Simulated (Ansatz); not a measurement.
GeBr2H2 (GeH₂Br₂). The state is a triplet with charge 0. Geometry B3LYP-D4/def2-SVP, that of the neutral singlet.

```xyz
5

Ge   -0.2020   -0.0368   -0.0003
Br    1.3672   -1.1749   -1.2753
Br    0.8634    1.5799    1.2781
H    -0.8597   -1.0422    0.9549
H    -1.1688    0.6739   -0.9574
```

At PBE-D4/def2-TZVP the gap within one spin of the charge 0 triplet nearly closes, so an electron or hole may be smeared out by delocalisation error. At PBE0-D4/def2-TZVP a singlet of charge 0 lies 5.34 eV below the triplet at the same geometry.

(1) Estimate the α-spin orbital energies around the gap (eV) in Ansatz with PBE-D4/def2-TZVP, r2SCAN-D4/def2-TZVP, PBE0-D4/def2-TZVP.

Results:

(1) 
| orbital | PBE-D4/def2-TZVP | r2SCAN-D4/def2-TZVP | PBE0-D4/def2-TZVP |
| --- | --- | --- | --- |
| HOMO−5 | -9.53 | -9.88 | -11.03 |
| HOMO−4 | -8.28 | -8.69 | -9.77 |
| HOMO−3 | -8.01 | -8.43 | -9.75 |
| HOMO−2 | -7.93 | -8.29 | -9.36 |
| HOMO−1 | -7.59 | -7.94 | -8.94 |
| HOMO | -2.51 | -2.65 | -3.31 |
| LUMO | -1.35 | -1.12 | -0.47 |
| LUMO+1 | -0.51 | -0.23 | 0.64 |
| LUMO+2 | 0.26 | 0.42 | 1.29 |
| LUMO+3 | 3.15 | 3.56 | 3.97 |
| LUMO+4 | 3.24 | 3.75 | 4.01 |
| LUMO+5 | 3.30 | 3.99 | 4.37 |
| β HOMO | -7.33 | -7.64 | -8.50 |
| β LUMO | -7.27 | -7.44 | -6.92 |
